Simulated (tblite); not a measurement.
C9H9N2 (charge +1).
Structure used (GFN2-xTB), in Å, numbered top down from 1:
```xyz
20
C9H9N2 angstrom
C     -2.6118    2.0269    1.6530
N     -1.8661    1.3233    1.0920
C     -0.9754    0.5297    0.4527
C      0.3799    0.7839    0.5346
C      1.2943   -0.0466   -0.1275
C      2.7268    0.1455   -0.0916
C      3.3681    1.1288    0.5431
C      0.7495   -1.1203   -0.8574
C     -0.6057   -1.3214   -0.9032
N     -1.4636   -0.5145   -0.2605
C     -2.8912   -0.7379   -0.3133
H      0.7072    1.6298    1.1177
H      3.2970   -0.5922   -0.6397
H      2.8690    1.8997    1.1057
H      4.4422    1.1908    0.5131
H      1.3999   -1.7964   -1.3896
H     -1.0330   -2.1420   -1.4602
H     -3.1113   -1.5924   -0.9480
H     -3.3985    0.1425   -0.7123
H     -3.2823   -0.9265    0.6885
```

Computed values, GFN2-xTB/tblite, gas phase, harmonic and unscaled. The method is semi-empirical: single wavenumbers can be off by several per cent or more. One conformer, not necessarily the lowest.

Harmonic wavenumbers (cm⁻¹): 36.3, 110.0, 115.8, 129.3, 136.0, 216.6, 268.4, 325.3, 345.7, 393.6, 406.0, 474.8, 504.9, 514.1, 557.9, 655.3, 702.4, 718.7, 794.3, 838.3, 870.5, 912.8, 926.4, 930.5, 995.4, 1039.2, 1053.6, 1086.7, 1123.2, 1163.9, 1194.7, 1230.0, 1273.5, 1308.3, 1340.0, 1390.5, 1409.8, 1424.9, 1430.5, 1444.3, 1451.2, 1513.3, 1567.5, 1641.0, 2187.3, 3003.7, 3019.5, 3067.0, 3077.0, 3096.1, 3113.8, 3115.6, 3119.5, 3145.0.

A = 2069, B = 835.1, C = 597.2 MHz; mass 145.077 u (most abundant isotopes); point group Cs, symmetry number 1.

Task: What is the zero-point energy?

Result: ½Σν̃ = 33955 cm⁻¹ = 97.08 kcal/mol.

Task: Entropy at 273.15 K, 1 bar (ideal gas, RRHO, classical rotation)?

Result: Translation 40.42, rotation 29.86, vibration 28.00: S = 98.3 cal/(mol K).

Task: And Cp and H(273.15 K) − H(0)?

Result: Cp = 38.56 cal/(mol K), of which vibrations give 30.61 (their classical limit is 54 R = 107.3); H(273.15 K) − H(0) = 6.30 kcal/mol without the zero-point energy, 4.13 from vibrations.

Task: Blend soft modes into free rotors: weight 1/[1 + (100 cm⁻¹/ν̃)⁴] for the oscillator and the rest for a rotor with moment μB/(μ + B), μ = h/(8π²ν), B = 10⁻⁴⁴ kg m². What vibrational entropy results?

Result: 26.12 cal/(mol K) in place of 28.00, which changes −T·S at 273.15 K by +0.51 kcal/mol.

Task: Which modes carry the vibrational entropy at 273.15 K?

Result: 36.3 cm⁻¹: 5.28; 110.0 cm⁻¹: 3.10; 115.8 cm⁻¹: 3.00; 129.3 cm⁻¹: 2.79; 136.0 cm⁻¹: 2.69; 216.6 cm⁻¹: 1.83 cal/(mol K); the other 48 give 9.31 together.

Task: What must be added to the electronic energy to get the Gibbs energy at 273.15 K and 1 bar?

Result: ZPE + [H(273.15 K) − H(0)] − T·S = 97.08 + 6.30 − 26.84 = 76.54 kcal/mol.

Task: How do the functions run with temperature in this model?

Result: 
| T (K) | S (cal/(mol K)) | Cp (cal/(mol K)) | H − H(0) (kcal/mol) | G − H(0) (kcal/mol) | ln q(vib) |
| --- | --- | --- | --- | --- | --- |
| 100 | 70.9 | 19.1 | 1.31 | -5.78 | 1.75 |
| 200 | 87.6 | 30.3 | 3.78 | -13.74 | 4.45 |
| 300 | 102.0 | 41.6 | 7.38 | -23.23 | 7.23 |
| 500 | 128.2 | 61.4 | 17.78 | -46.31 | 12.82 |
| 800 | 161.5 | 80.2 | 39.30 | -89.94 | 20.91 |
| 1000 | 180.3 | 88.1 | 56.18 | -124.17 | 25.93 |

q(vib) and H(0) count from the zero-point level.

Hindered rotation and anharmonicity are outside this model. Other conformers, if any are populated, would add a mixing term that is left out.
